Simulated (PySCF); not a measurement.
**Two-component Hartree-Fock for Lu⁴⁺ (lutetium, charge +4)**

Start: [Xe] 4f13; 4f5/2 filled at m_j = -3/2, -1/2, +1/2, +3/2, +5/2; 4f7/2 filled at m_j = -7/2, -5/2, -3/2, -1/2, +1/2, +3/2, +5/2, +7/2. Calculated with PySCF 2.14 in x2c-SVPall-2c: generalised Hartree-Fock with the X2C-1e Hamiltonian and a Gaussian nucleus; one run each with spin-orbit coupling (SO) screened by Boettger's factors, then bare. This is a chosen level, not necessarily the ground level.

```json
{"spinor shell": "1s1/2", "electrons": "2", "ε, screened SO (eV)": "-63683.1", "ε, bare SO (eV)": "-63682.0", "weight of nominal j (bare SO)": "1.000", "rms radius, bare SO (bohr)": "0.0219"}
{"spinor shell": "2s1/2", "electrons": "2", "ε, screened SO (eV)": "-11018.9", "ε, bare SO (eV)": "-11018.6", "weight of nominal j (bare SO)": "1.000", "rms radius, bare SO (bohr)": "0.0885"}
{"spinor shell": "2p1/2", "electrons": "2", "ε, screened SO (eV)": "-10500.5", "ε, bare SO (eV)": "-10527.5", "weight of nominal j (bare SO)": "1.000", "rms radius, bare SO (bohr)": "0.0752"}
{"spinor shell": "2p3/2", "electrons": "4", "ε, screened SO (eV)": "-9377.1", "ε, bare SO (eV)": "-9367.9", "weight of nominal j (bare SO)": "1.000", "rms radius, bare SO (bohr)": "0.0825"}
{"spinor shell": "3s1/2", "electrons": "2", "ε, screened SO (eV)": "-2598.5", "ε, bare SO (eV)": "-2598.4", "weight of nominal j (bare SO)": "1.000", "rms radius, bare SO (bohr)": "0.227"}
{"spinor shell": "3p1/2", "electrons": "2", "ε, screened SO (eV)": "-2368.9", "ε, bare SO (eV)": "-2374.7", "weight of nominal j (bare SO)": "1.000", "rms radius, bare SO (bohr)": "0.218"}
{"spinor shell": "3p3/2", "electrons": "4", "ε, screened SO (eV)": "-2125.1", "ε, bare SO (eV)": "-2123.1", "weight of nominal j (bare SO)": "1.000", "rms radius, bare SO (bohr)": "0.233"}
{"spinor shell": "3d3/2", "electrons": "4", "ε, screened SO (eV)": "-1739.2", "ε, bare SO (eV)": "-1744.5", "weight of nominal j (bare SO)": "1.000", "rms radius, bare SO (bohr)": "0.206"}
{"spinor shell": "3d5/2", "electrons": "6", "ε, screened SO (eV)": "-1687.3", "ε, bare SO (eV)": "-1683.9", "weight of nominal j (bare SO)": "1.000", "rms radius, bare SO (bohr)": "0.210"}
{"spinor shell": "4s1/2", "electrons": "2", "ε, screened SO (eV)": "-589.10", "ε, bare SO (eV)": "-589.08", "weight of nominal j (bare SO)": "1.000", "rms radius, bare SO (bohr)": "0.508"}
{"spinor shell": "4p1/2", "electrons": "2", "ε, screened SO (eV)": "-493.53", "ε, bare SO (eV)": "-494.90", "weight of nominal j (bare SO)": "1.000", "rms radius, bare SO (bohr)": "0.517"}
{"spinor shell": "4d3/2", "electrons": "4", "ε, screened SO (eV)": "-279.37", "ε, bare SO (eV)": "-280.45", "weight of nominal j (bare SO)": "0.996", "rms radius, bare SO (bohr)": "0.579"}
{"spinor shell": "4d5/2", "electrons": "6", "ε, screened SO (eV)": "-270.69", "ε, bare SO (eV)": "-270.02", "weight of nominal j (bare SO)": "0.997", "rms radius, bare SO (bohr)": "0.594"}
{"spinor shell": "5s1/2", "electrons": "2", "ε, screened SO (eV)": "-118.81", "ε, bare SO (eV)": "-118.81", "weight of nominal j (bare SO)": "1.000", "rms radius, bare SO (bohr)": "1.25"}
{"spinor shell": "5p1/2", "electrons": "2", "ε, screened SO (eV)": "-88.332", "ε, bare SO (eV)": "-88.528", "weight of nominal j (bare SO)": "0.997", "rms radius, bare SO (bohr)": "1.35"}
{"spinor shell": "5p3/2", "electrons": "4", "ε, screened SO (eV)": "-80.238", "ε, bare SO (eV)": "-80.178", "weight of nominal j (bare SO)": "0.998", "rms radius, bare SO (bohr)": "1.45"}
{"spinor shell": "4f5/2", "electrons": "5", "ε, screened SO (eV)": "-74.389", "ε, bare SO (eV)": "-74.938", "weight of nominal j (bare SO)": "0.975", "rms radius, bare SO (bohr)": "0.753"}
{"spinor shell": "4f7/2", "electrons": "8", "ε, screened SO (eV)": "-73.269", "ε, bare SO (eV)": "-72.859", "weight of nominal j (bare SO)": "0.985", "rms radius, bare SO (bohr)": "0.759"}
```

Problem. Where does 4p3/2 lie, and what is the 4p spin-orbit splitting (bare SO)?

Solution. At -437.50 eV, 57.398 eV above 4p1/2.

| quantity | screened SO | bare SO |
| --- | --- | --- |
| E (hartree) | -14563.14528 | -14564.08400 |
| M_J | 5/2 | 5/2 |
| ⟨J²⟩ | 8.756 | 8.754 |
| ⟨L²⟩ | 12.105 | 12.114 |
| ⟨S²⟩ | 0.853 | 0.862 |

Each row is a mean over spinors that exchange with the open shell spreads, by up to 9.448 eV (4d3/2).

Breit and QED terms are absent; they matter most for the inner s and p1/2 levels.

Densities and radii are taken from the X2C orbitals without a picture-change correction, which distorts them close to the nucleus.
